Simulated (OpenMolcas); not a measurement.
## O: Slater's ratio, worked from levels

```json
{"Program": "OpenMolcas 26.06", "Basis": "ANO-RCC-VQZP [5s4p3d2f1g]", "Scalar Hamiltonian": "DKH2, point nucleus", "Active space": "6 electrons in 9 orbitals (RAS2 2s 2p; RAS3 3d, at most 2 electrons)", "State averaging": "2S+1 = 3 even, 3 roots; 2S+1 = 1 even, 6 roots", "Spin-orbit coupling": "RASSI with atomic mean-field integrals over the reference wave functions, term energies averaged over their components"}
```

Methods: RASSCF; SS-RASPT2, IPEA 0.25 Eh, imaginary shift 0.1 Eh (closed shells correlated: 1s). Measured levels: NIST Handbook of Basic Atomic Spectroscopic Data.

**Slater's ratio.** With one set of orbitals, p4 has 1D - 3P = 6 F2 and 1S - 1D = 9 F2 (F2 = F²/25), a ratio of 3/2. Term energies are centres of gravity, weighted by 2J + 1.

| Source | 1D - 3P | 1S - 3P | F2 from the first | Ratio |
| --- | --- | --- | --- | --- |
| RASSCF | 17129 | 36226 | 2855 | 1.115 |
| SS-RASPT2 | 15595 | 33419 | 2599 | 1.143 |
| measured | 15790 | 33715 | 2632 | 1.135 |

Energies in cm-1. A ratio away from 3/2 shows effects beyond one configuration with one set of orbitals, and in heavier atoms second-order spin-orbit shifts.

CASPT2 breaks the degeneracy within a term, and the mean is taken; among the terms shown or strongly mixed into the levels shown the widest spread is 38 cm-1 (2s2 2p4 1D, SS-RASPT2). Active for correlation alone: 3d; no level in the range computed is led by a configuration that fills it, so any true level of that kind is missing. Without dynamic correlation excited terms often stand tens of per cent too high (terms of higher spin than the ground term too low), and those without a measured partner can miss by more than the paired ones (holds for RASSCF). Computed and measured levels are paired by configuration, term and J; levels that our copy of the source lacks, or whose pairing is in doubt (as where it misses far off the trend of its configuration), stay unpaired and out of the deviations. Levels of configurations outside the active space are missing.
